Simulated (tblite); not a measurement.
Compound: C3H12FNSi3.
Atom-mapped SMILES: `[F:1][SiH2:2][N:3]([SiH2:4][SiH3:5])[CH:6]1[CH2:7][CH2:8]1` (hydrogens: H9, H10 on Si2; H11, H12 on Si4; H13, H14, H15 on Si5; H16 on C6; H17, H18 on C7; H19, H20 on C8)

Geometry (GFN2-xTB, Å), atoms numbered from 1 in this order:
```xyz
20
C3H12FNSi3 angstrom
F      1.0882    2.0516    1.9481
Si    -0.2790    1.7338    1.1619
N     -0.1927    0.0663    0.7582
Si     1.2995   -0.8701    0.7996
Si     2.7589   -0.1289   -0.8288
C     -1.3712   -0.5963    0.2909
C     -1.4788   -1.0214   -1.1432
C     -2.3442    0.0854   -0.6180
H     -1.3670    1.9996    2.0887
H     -0.2156    2.6351    0.0157
H      1.8050   -0.7826    2.1763
H      0.8275   -2.2535    0.6212
H      3.3319    1.1945   -0.5668
H      3.8899   -1.0529   -0.9749
H      2.1575   -0.0360   -2.1702
H     -1.7943   -1.2758    1.0264
H     -0.6694   -0.7497   -1.8034
H     -1.9317   -1.9745   -1.3702
H     -2.1223    1.0903   -0.9394
H     -3.3975   -0.1042   -0.4750
```

Computed with GFN2-xTB (tblite): harmonic, unscaled wavenumbers at the GFN2-xTB geometry, gas phase. The method is semi-empirical: single wavenumbers can be off by several per cent or more. Modes of hydrogen on silicon can be 10 to 20 % off. One conformer, not necessarily the lowest. The optimisation stopped once no atom felt more than 0.01 eV/Å.

Lowest wavenumbers of the output (negative numbers stand for imaginary wavenumbers):
```
mode    cm-1
  1     -27.0
  2      12.4
  3      23.8
  4      47.0
  5      81.0
  6     139.9
  7     171.1
  8     182.6
  9     245.4
 10     361.6
 11     380.9
 12     399.4
 13     449.0
 14     473.2
 15     477.6
```

Problem. Is this structure a minimum?

Solution. Not by this Hessian. 1 mode is imaginary beyond 20i (27i cm⁻¹), so at this level the point lies at or near a first-order saddle. The curvature is small, so loose convergence or finite differences may be the whole cause.

Problem. Which atoms move in the imaginary mode?

Solution. 27i: C7 (three-membered-ring carbon) 24 %, C8 (three-membered-ring carbon) 19 %. These are shares of the mass-weighted motion.

Problem. What is the remedy?

Solution. Step along that mode in both directions, optimise again with tighter thresholds and repeat the frequencies. The zero-point energy of this point (85.4 kcal/mol) counts the 53 real modes alone, and thermal corrections from it aren't those of a minimum.
